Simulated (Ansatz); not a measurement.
Reaction (atomization): `C[CH2][Mg][O][SiH3]` → 2 C• + 8 H• + Mg (atom) + O• + Si•

Gas-phase electronic energies from Ansatz, PBE0-D4/def2-TZVP geometries. CCSD(T)/CBS adds triple-zeta CCSD(T) − MP2 to the extrapolated MP2 energy (def2 sets, frozen cores). This one scheme is used for every species, atoms too. For atomizations the MP2-based limit and the directly extrapolated one differ by several kJ/mol either way, and by 10 to 25 for some Ge, Se and Sn compounds, so smaller differences from it don't rank the levels. Open shells (•) are unrestricted, without spin–orbit coupling. Spin–orbit coupling would lower the free atoms: a little for C, O, Si. Bonds to Mg are less sure, by a few kJ/mol each and by 10 to 20 or more in all where they break to atoms, as the def2 sets lack core-valence functions. One conformer a species, not always the lowest.

| species | HF/CBS(def2) energy (Eh) |
| --- | --- |
| `C[CH2][Mg][O][SiH3]` | -643.98366 |
| C• | -37.69379 |
| H• | -0.50000 |
| Mg (atom) | -199.61557 |
| O• | -74.81904 |
| Si• | -288.85982 |

(1) Work out ΔE.

Largest T1 diagnostic among the species: 0.012.

Results:

(1) ΔE = 8 × (-0.50000) + 2 × (-37.69379) + (-199.61557) + (-74.81904) + (-288.85982) − (-643.98366) = 1.30165 Eh = +816.8 kcal/mol. CCSD(T)/CBS gives +1089.0 kcal/mol.

At CCSD(T), def2-SVP lies −63.9 kcal/mol from the extrapolated value and def2-TZVPP −31.3 kcal/mol: correlation converges slowly with the basis, and small sets miss more of it in the bonded molecule than in its fragments. In def2-TZVPP, CCSD(T) changes the Hartree–Fock value by +243.9 kcal/mol (the triples alone add +11.9 kcal/mol) and MP2 by +255.9 kcal/mol; breaking electron pairs costs correlation energy, which Hartree–Fock lacks.
